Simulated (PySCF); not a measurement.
Species: salicylaldehyde, C₇H₆O₂.
Bonds: O1–C2 (double), C2–C3, C3–C4 (aromatic), C4–C5 (aromatic), C5–C6 (aromatic), C6–C7 (aromatic), C7–C8 (aromatic), C8–O9, C3–C8 (aromatic). Hydrogens: H10 on C2; H11 on C4; H12 on C5; H13 on C6; H14 on C7; H15 on O9.

Computed with PySCF at wB97X-D/pcSseg-2, non-relativistic, on one gas-phase PBE0-D3(BJ)/def2-TZVP geometry that isn't relaxed in the solvent. The solvent is an IEF-PCM continuum (Bondi radii, 1.10 Å for H, scaled by 1.2). Only the electrostatic response of the medium enters.

Gas phase at wB97X-D/pcSseg-2: HOMO -8.66 eV, LUMO -0.36 eV, dipole 3.16 D.

Task: What does the continuum do to the energy, the frontier levels and the dipole at wB97X-D/pcSseg-2 in chloroform?

Result: 
```csv
solvent,ε,E(solvent) − E(gas) (kJ/mol),polarisation term (kJ/mol),distortion of the solute (kJ/mol),HOMO (eV),LUMO (eV),dipole (D)
chloroform,4.711,-16.92,-19.09,2.17,-8.59,-0.27,3.95
```

The first energy column is the sum of the next two and covers electrostatics alone.

Task: Which radius a makes the point-dipole formula ΔE = −[(ε − 1)/(2ε + 1)]·μ²/a³ give the value in chloroform, with the gas-phase dipole?

Result: μ = 1.243 au and |ΔE| = 0.00645 Eh give a = 2.33 Å; the farthest nucleus lies 3.10 Å from the centroid of the nuclei, so such a sphere wouldn't even hold the nuclei. The formula assumes a rigid point dipole at the centre of a sphere.

The values belong to the conformer `[O:1]=[CH:2][c:3]1[cH:4][cH:5][cH:6][cH:7][c:8]1[OH:9]`: O1–C2–C3–C4 180°, H–O9–C8–C7 180°.

The pairwise dispersion term of wB97X-D wasn't added to the energies; at a given geometry it leaves orbitals and properties as they are.
